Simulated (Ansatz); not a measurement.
```yaml
crystal:
  periodic: [false, false, false]
  atoms:
    - {symbol: C, position_ang: [-0.096280, 0.826842, -0.973193]}
    - {symbol: Sb, position_ang: [-0.009004, -1.172737, -0.516237]}
    - {symbol: O, position_ang: [1.612679, -0.872909, 0.415386]}
    - {symbol: Te, position_ang: [-1.740060, -1.070136, 1.504776]}
    - {symbol: H, position_ang: [-1.072014, 1.090706, -1.241605]}
    - {symbol: H, position_ang: [0.207297, 1.363476, -0.128213]}
    - {symbol: H, position_ang: [0.557782, 1.020145, -1.767634]}
    - {symbol: H, position_ang: [1.926706, -1.644219, 0.812539]}
    - {symbol: H, position_ang: [-1.302146, 0.414383, 1.877767]}
basis:
  gaussian: {orbitals: def2-SVPD}
hamiltonian: {xc: {name: M06-2X}, dispersion: d3bjatm}
scf: {lower_state_search: full}
output: {forces: true}
```

```sh
$ ansatz run in.yaml --threads 4 --pin off --events-out ev --progress --plain --max-ram 10444MiB
```

It prints (some lines left out):

```
Error: YAML parse error: error: line 15 column 19: hamiltonian.xc: no functional is named "M06-2X"; the names, which are not case-sensitive, are SVWN5, SPW92, PBE, PBE0, PBEsol, revPBE, revPBE0, RPBE, rPW86-PBE, HSE06, wPBEh, LC-wPBE, HISS, HF, BLYP, B3LYP, B3LYP5, BHLYP, CAM-B3LYP, r2SCAN, r2SCANh, r2SCAN0, r2SCAN50, m-r2SCAN, B97, wB97, wB97X, wB97X-V, B97M-V, wB97M-V, B2PLYP, B2GP-PLYP, PBE0-DH, PBE-QIDH
13 | basis:
14 |   gaussian: {orbitals: def2-SVPD}
15 | hamiltonian: {xc: {name: M06-2X}, dispersion: d3bjatm}
16 | scf: {lower_state_search: full}
17 | output: {forces: true}
```

What is wrong with this run?

The method's name isn't one that the program takes here. The program refused the input.

HSE06 is defined as in plane-wave codes.
